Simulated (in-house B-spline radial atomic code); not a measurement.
Ionising K+ with different functionals

Computed with a B-spline radial code for spherical atoms: scalar-relativistic (spin-free X2C) Hamiltonian, Fermi nucleus of rms radius 3.4349 fm, spin-polarised at highest spin, spherical fractional occupations for the functionals, and exact exchange of hybrids averaged over the configuration. The ionisation energy is the difference of two self-consistent energies, [Ne] 3s2 3p6 → [Ne] 3s2 3p5, without Breit or QED terms; ε is the level of the shell that loses the electron (its least bound occupied spin orbital).

```json
{"method": "PBE0", "rung": "global hybrid", "ΔSCF (eV)": "31.67", "-ε(3p) (eV)": "26.91"}
{"method": "B3LYP", "rung": "global hybrid", "ΔSCF (eV)": "31.69", "-ε(3p) (eV)": "26.53"}
{"method": "TPSSh", "rung": "global hybrid", "ΔSCF (eV)": "31.79", "-ε(3p) (eV)": "25.86"}
{"method": "BHandHLYP", "rung": "global hybrid", "ΔSCF (eV)": "31.56", "-ε(3p) (eV)": "28.78"}
{"method": "r2SCAN0", "rung": "global hybrid", "ΔSCF (eV)": "31.97", "-ε(3p) (eV)": "27.29"}
{"method": "B97-1", "rung": "global hybrid", "ΔSCF (eV)": "31.61", "-ε(3p) (eV)": "26.50"}
{"method": "HSE06", "rung": "range-separated hybrid", "ΔSCF (eV)": "31.66", "-ε(3p) (eV)": "26.48"}
{"method": "wB97X", "rung": "range-separated hybrid", "ΔSCF (eV)": "31.59", "-ε(3p) (eV)": "29.48"}
{"method": "CAM-B3LYP", "rung": "range-separated hybrid", "ΔSCF (eV)": "31.67", "-ε(3p) (eV)": "28.42"}
{"method": "LC-wPBE", "rung": "range-separated hybrid", "ΔSCF (eV)": "31.72", "-ε(3p) (eV)": "29.93"}
```

Task: Among the functionals, which spreads more, the ΔSCF values or the orbital energies?

Result: The orbital energies: ΔSCF values span about 0.40 eV and the orbital energies 4.07 eV; here energy differences depend much less on the functional than eigenvalues do.

Task: How do they compare with the NIST value?

Result: NIST lists 31.625 eV (measured, ground level to ground level). Errors run from -0.06 to +0.34 eV; B97-1 is closest (-0.02 eV), but part of that can be cancellation, since the calculations leave out spin-orbit coupling, Breit-QED terms, multiplet and fine-structure energies.
